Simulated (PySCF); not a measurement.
C5H10BNO.
Atom-mapped SMILES: `[BH3-:1][NH2+:2][CH2:3][c:4]1[cH:5][cH:6][cH:7][o:8]1` (hydrogens: H9, H10, H11 on B1; H12, H13 on N2; H14, H15 on C3; H16 on C5; H17 on C6; H18 on C7)

Level: PBE0/def2-SVPD in PySCF, non-relativistic, on one gas-phase PBE0-D3(BJ)/def2-SVP geometry that isn't relaxed in the solvent. The solvent is an IEF-PCM continuum (van der Waals radii × 1.2), and excitations are vertical TDDFT with non-equilibrium linear response and a frozen core. Only the electrostatic response of the medium enters.

Gas-phase singlets (H = HOMO, L = LUMO):

| state | E (eV) | λ (nm) | f | leading configurations |
| --- | --- | --- | --- | --- |
| S1 | 5.970 | 208 | 0.249 | H→L 89%, H→L+1 8% |
| S2 | 6.256 | 198 | 0.002 | H-1→L 95% |
| S3 | 6.302 | 197 | 0.002 | H-2→L 89% |
| S4 | 6.394 | 194 | 0.050 | H→L+1 82%, H→L 8% |
| S5 | 6.779 | 183 | 0.000 | H-3→L 51%, H→L+3 42% |

Task: How does the list change in acetone (ε = 20.49)?

Result: 
```
state  E (eV)  λ (nm)      f  leading configurations  change by rank (eV)
   S1   5.931     209  0.325                 H→L 95%               -0.039
   S2   6.391     194  0.025    H→L+1 84%, H→L+2 11%               +0.135
   S3   6.786     183  0.000    H-3→L 45%, H→L+3 43%               +0.484
   S4   7.040     176  0.010    H→L+2 71%, H→L+1 10%               +0.646
   S5   7.178     173  0.008    H-1→L 80%, H-2→L 10%               +0.399
```

Task: The ground-state energy changes by -0.512 eV from gas to acetone. By how much does the total energy of gas-phase S1 change?

Result: E(S1) = E(S0) + excitation energy, so it changes by -0.512 − 0.039 = -0.551 eV: it is lowered more than the ground state, which is what a red shift means. This is the vertical state, with the slow part of the continuum still set for S0.

Task: How do the frontier levels move from gas to acetone?

Result: 
```csv
orbital,gas (eV),solvent (eV),change (eV),"Löwdin shares, gas","Löwdin shares, solvent"
LUMO+2,0.93,1.22,+0.29,"C6 18 %, H17 12 %, C7 11 %, C5 10 %","B1 30 %, C6 12 %, C7 11 %, C5 8 %"
LUMO+1,0.18,0.59,+0.41,"B1 13 %, H13 11 %, H12 10 %, O8 9 %","B1 30 %, O8 8 %, H12 7 %, H13 7 %"
LUMO,-0.60,-0.16,+0.44,"C7 19 %, C4 18 %, O8 16 %, C5 14 %","C7 19 %, C4 18 %, O8 16 %, C5 14 %"
HOMO,-7.22,-6.79,+0.43,"C7 26 %, C4 24 %, C6 15 %, C5 13 %","C7 27 %, C4 25 %, C6 15 %, C5 14 %"
HOMO-1,-7.70,-8.19,-0.49,"B1 42 %, H10 28 %, H9 14 %, H11 6 %","B1 39 %, H9 23 %, H10 20 %, N2 6 %"
HOMO-2,-7.73,-8.22,-0.49,"B1 41 %, H11 25 %, H9 18 %, N2 6 %","B1 40 %, H11 28 %, H10 12 %, H9 7 %"
HOMO-3,-8.76,-8.35,+0.41,"C5 28 %, C6 27 %, O8 24 %, C4 8 %","C5 26 %, C6 24 %, O8 22 %, C4 8 %"
```

The HOMO–LUMO gap goes from 6.62 to 6.64 eV. Rows go by rank; for LUMO+2 the atom shares or the degeneracy differ between the runs, so the row needn't follow one orbital.

The values belong to the conformer `[BH3-:1][NH2+:2][CH2:3][c:4]1[cH:5][cH:6][cH:7][o:8]1`: B1–N2–C3–C4 180°, N2–C3–C4–C5 112°.
